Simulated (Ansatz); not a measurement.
Isolated molecules relaxed with PBE0-D4/def2-TZVP in Ansatz; ΔE leaves out vibrations. CBS: MP2 limit from def2 TZ/QZ plus the TZ coupled-cluster correction, frozen cores. Functionals use def2-TZVPP. B3LYP here is the variant with VWN-RPA as its local correlation; programs differ in this. HSE06 is defined as in plane-wave codes. One conformer a species, not always the lowest.

`C=N[SiH](C)F` → `C[C@@H]1N[Si@@H]1F`  (isomerisation)

```tsv
level	ΔE (kJ/mol)	difference from CCSD(T)/CBS
LDA (SPW92)	67.4	-38.2
PBE-D4	91.6	-14.0
revPBE-D4	96.1	-9.5
BLYP-D4	117.4	11.8
B97M-V	102.5	-3.1
PBE0-D4	91.2	-14.4
r2SCANh-D4	98.5	-7.1
r2SCAN0-D4	97.1	-8.5
BHLYP-D4	117.2	11.6
CAM-B3LYP-D4	109.7	4.1
ωB97X-V	100.2	-5.4
ωB97M-V	103.7	-1.9
B2PLYP	112.6	7.0
PBE	92.0	-13.6
revPBE	99.3	-6.3
r2SCAN	99.4	-6.2
PBE0	91.5	-14.1
B3LYP	115.4	9.8
r2SCANh	98.5	-7.1
r2SCAN0	97.1	-8.5
HSE06	91.3	-14.3
BHLYP	117.5	11.9
CAM-B3LYP	110.0	4.4
LC-ωPBE	87.6	-18.0
RPA@PBE/def2-TZVPP	110.7	5.1
HF/def2-SVP	142.1	36.5
MP2/def2-SVP	107.8	2.2
CCSD/def2-SVP	115.9	10.3
CCSD(T)/def2-SVP	115.1	9.5
HF/def2-TZVPP	140.0	34.4
MP2/def2-TZVPP	100.6	-5.0
SCS-MP2/def2-TZVPP	109.9	4.3
CCSD/def2-TZVPP	111.2	5.6
CCSD(T)/def2-TZVPP	109.4	3.8
HF/def2-QZVPP	139.5	33.9
MP2/def2-QZVPP	98.2	-7.4
SCS-MP2/def2-QZVPP	107.8	2.2
HF/CBS(def2)	139.4	33.8
MP2/CBS(def2)	96.8	-8.8
CCSD/CBS(def2)	107.5	1.9
CCSD(T)/CBS	105.6	0
```

Question: What do rigid-rotor, harmonic-oscillator terms from PBE0-D4/def2-TZVP frequencies (298.15 K, 1 bar) make of the CCSD(T)/CBS value? (Best estimate.)

Answer: Ansatz gave: ΔZPE = +6.5 kJ/mol, ΔH = +109.9 kJ/mol, ΔS = -19 J/(mol·K), ΔG = +115.5 kJ/mol.

Largest T1 diagnostic among the species: 0.012.

In def2-TZVPP, CCSD(T) changes the Hartree–Fock value by −30.6 kJ/mol (the triples alone add −1.9 kJ/mol) and MP2 by −39.4 kJ/mol. At CCSD(T), def2-SVP lies +9.5 kJ/mol from the extrapolated value and def2-TZVPP +3.8 kJ/mol.

CCSD(T)/CBS has its own doubt, a few kJ/mol and more with outer-core shells, so smaller differences from it don't rank the levels.
